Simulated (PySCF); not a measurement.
One of the candidates below gave these computed data.

All candidates are C5H3N3S.

* Rotational structure: rotational constants A, B, C: 6.055, 0.583, 0.532 GHz [GFN2-xTB]
* UV, first state: lowest singlet excitation: 4.09 eV (303 nm, f = 0.002) [TDDFT PBE0/def2-SVPD]
* Dipole: 3.78 D [PBE0/def2-SVPD]
* Triplet: lowest triplet excitation (Tamm–Dancoff): 3.01 eV [TDA PBE0/def2-SVPD]
* Polarisability: 106.8 au [PBE0/def2-SVPD]
* UV, strongest line: among the 8 lowest singlet transitions: S2 at 4.64 eV (267 nm, f = 0.492) [TDDFT PBE0/def2-SVPD]

Electronic properties: PySCF, gas phase, density fitting. Levels stand in brackets. Geometry: GFN2-xTB; no solvent, vibrations or thermal averaging.

Question: Which candidate is it?
A. `N#C/C=C/c1cnsn1`
B. `[H]/N=C(\C#N)c1cncs1`
C. `[H]/N=C\C#Cc1ncsn1`

Answer: C. It is `[H]/N=C\C#Cc1ncsn1`. Numbering: `[H]/[N:1]=[CH:2]\[C:3]#[C:4][c:5]1[n:6][cH:7][s:8][n:9]1`. Its formula, C5H3N3S, gives 6 degrees of unsaturation: 1 ring and 5 π bonds in the structure found (Kekulé form). S1 is mainly HOMO−1→LUMO (weight 0.88); the largest Löwdin shares of the orbital it empties are 0.63 on the imine nitrogen, 0.11 on the imine carbon, 0.08 on an alkyne carbon and 0.07 on the N–H hydrogen, of the orbital it fills 0.18 on a pyridine-type nitrogen, 0.14 on the imine nitrogen, 0.14 on the ring sulfur and 0.11 on an alkyne carbon. The optimised geometry has point group Cs and is an asymmetric top.

The others, at the same levels:
- `N#C/C=C/c1cnsn1` fails: its computed lowest singlet excitation is 4.41 eV (281 nm, f = 0.509) (against 4.09 eV), lowest triplet excitation (Tamm–Dancoff) is 2.68 eV (against 3.01 eV) and static isotropic polarisability is 102.3 au (against 106.8 au).
- `[H]/N=C(\C#N)c1cncs1` fails: its computed static isotropic polarisability is 93.8 au (against 106.8 au), rotational constant A is 3.033 GHz (against 6.055 GHz) and smallest rotational constant is 0.796 GHz (against 0.532 GHz).

Each candidate is one conformer, not necessarily the lowest. The conformers computed, where there is a choice (atom-mapped SMILES and torsion angles):
- `[N:1]#[C:2]/[CH:3]=[CH:4]/[c:5]1[cH:6][n:7][s:8][n:9]1`: C3–C4–C5–C6 180°
- `[H]/[N:4]=[C:3](\[C:2]#[N:1])[c:5]1[cH:6][n:7][cH:8][s:9]1`: C2–C3–C5–C6 0°
